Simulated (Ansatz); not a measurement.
C5H8OS, SMILES `O=C1CCSCC1`. Total charge 0; spin multiplicity 1. The geometry is a stationary point of PBE0-D4/def2-TZVP. It is a higher conformer; a search finds a lower one.

```xyz
15

O     0.000   -2.338   -0.858
C     0.000   -1.207   -0.443
C    -0.191   -0.894    1.024
C    -0.927    0.412    1.258
S     0.002    1.861    0.684
C     0.928    1.127   -0.694
C     0.189   -0.020   -1.359
H    -0.713   -1.738    1.480
H     0.805   -0.845    1.483
H    -1.092    0.570    2.325
H    -1.907    0.389    0.776
H     1.908    0.797   -0.342
H     1.093    1.938   -1.405
H     0.710   -0.368   -2.254
H    -0.806    0.316   -1.675
```

**Question.** What is the dipole moment at ωB97M-V/def2-TZVPP? (An estimate is asked.)

**Answer.** Ansatz gave: 1.37 D, with components (0.00, 1.29, 0.47) D in this frame, pointing from negative to positive charge.

**Question.** And with PBE, r2SCAN, B3LYP? (Best estimate.)

**Answer.** Ansatz gave: PBE 1.22 D, r2SCAN 1.23 D, B3LYP 1.36 D.

**Question.** Give the Mulliken charges with ωB97M-V, PBE, B3LYP in def2-TZVPP. (Estimate.)

**Answer.** The calculation gave: 
```csv
atom,ωB97M-V,PBE,B3LYP
O1,-0.28,-0.23,-0.27
C2,0.16,0.05,0.11
C3,-0.18,-0.07,-0.10
C4,-0.23,-0.13,-0.14
S5,-0.06,-0.15,-0.13
C6,-0.23,-0.13,-0.14
C7,-0.18,-0.07,-0.10
H8,0.12,0.08,0.09
H9,0.12,0.08,0.09
H10,0.13,0.10,0.11
H11,0.13,0.10,0.10
H12,0.13,0.10,0.10
H13,0.13,0.10,0.11
H14,0.12,0.08,0.09
H15,0.12,0.08,0.09
```

B3LYP here is the variant with VWN-RPA as its local correlation; programs differ in this.
